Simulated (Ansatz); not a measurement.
A made-up structure of HSe$_{2}$O (charge -1), singlet:

```xyz
4
angstrom
Se -2.0871 0.1027 0.7030
O -0.1035 -0.2277 0.9821
Se 1.3057 -0.2062 -0.1499
H 0.8849 0.3313 -1.5353
```

It is relaxed with PBE-D4/def2-SVPD and then PBE0-D4/def2-TZVPD (Ansatz 0.2.0). Atoms count as bonded within 1.22 times the sum of their covalent radii (H–H: 0.88 Å). The end point is not checked to be a true minimum.

Task: Does its bonding change? (A judgement: the text doesn't fix the answer.)

Result: The calculation gives: No: no bond forms or breaks.

Where it ends: The first stage lowers the energy by 0.42 eV in 9 steps. It ends as HSe₂O ([Se][O][SeH]), total charge -1:
Se1  (-1.890, -0.083, 0.570)
O2  (-0.049, 0.082, 0.971)
Se3  (1.119, -0.493, -0.235)
H4  (0.821, 0.494, -1.306)
(Å)

Labels in which every atom is bracketed show which atoms are joined, not bond orders.

For scale, one of the runs: PBE0-D4/def2-TZVPD relaxation, 163 basis functions, launched by `ansatz run in.yaml --threads 2 --pin off --events-out ev --progress --plain --max-ram 4352MiB`. Hardware: 2 CPU threads of an Arm Neoverse V2, shared host. Wall time about 46 s.
